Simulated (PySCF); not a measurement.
**TiO2: 4 charge schemes on one density**

Compound: TiO₂ (singlet state).
Geometry (PBE0-D3(BJ)/def2-SVP, Å), atoms numbered from 1 in this order:
```xyz
3
TiO2 angstrom
Ti     0.003   -0.006   -0.614
O      1.326   -0.016    0.314
O     -1.329    0.022    0.300
```

Density: PBE0/pcSseg-1 (pcSseg-2 on Ti) (PySCF); schemes: Mulliken, IAO, Hirshfeld and ESP-fitted. Isolated species at its PBE0-D3(BJ)/def2-SVP geometry, gas phase.

Question: Give the atomic charges in each scheme.

Answer: In e:

| atom | environment | Mulliken | IAO | Hirshfeld | ESP-fitted |
| --- | --- | --- | --- | --- | --- |
| Ti1 | titanium bonded to 2 O | +0.897 | +1.258 | +0.889 | +1.540 |
| O2 | oxygen bonded to Ti | -0.448 | -0.629 | -0.445 | -0.769 |
| O3 | oxygen bonded to Ti | -0.448 | -0.629 | -0.445 | -0.771 |

Mean size of the charges over all atoms: ESP-fitted 1.026 e, IAO 0.839 e, Mulliken 0.598 e, Hirshfeld 0.593 e. Each set sums to the total charge, 0, to within 0.001 e. The Mulliken scheme counts on each atom the diagonal of the density matrix times the overlap matrix over that atom's basis functions. The Hirshfeld scheme divides the density at each point in proportion to the densities of the neutral, spherically averaged free atoms.

Lowest charge. All schemes pick atoms of one kind: Mulliken O2 and O3 (-0.448); IAO O2 and O3 (-0.629); Hirshfeld O2 and O3 (-0.445); ESP-fitted O3 (-0.771).

Highest charge. All schemes agree: Mulliken Ti1 (+0.897); IAO Ti1 (+1.258); Hirshfeld Ti1 (+0.889); ESP-fitted Ti1 (+1.540).

Question: Sum the charges by element, for elements with more than one atom.

Answer: 
| element | atoms | Mulliken | IAO | Hirshfeld | ESP-fitted |
| --- | --- | --- | --- | --- | --- |
| O | 2 | -0.897 | -1.258 | -0.889 | -1.540 |

Question: How many electrons does the Mulliken scheme count on O2?

Answer: Z − q = 8 − (-0.448) = 8.448.

The run behind these numbers computed NMR shieldings as well. Time: 5.0 s. Hardware: one thread, x86-64 server, no GPU, on a shared host.
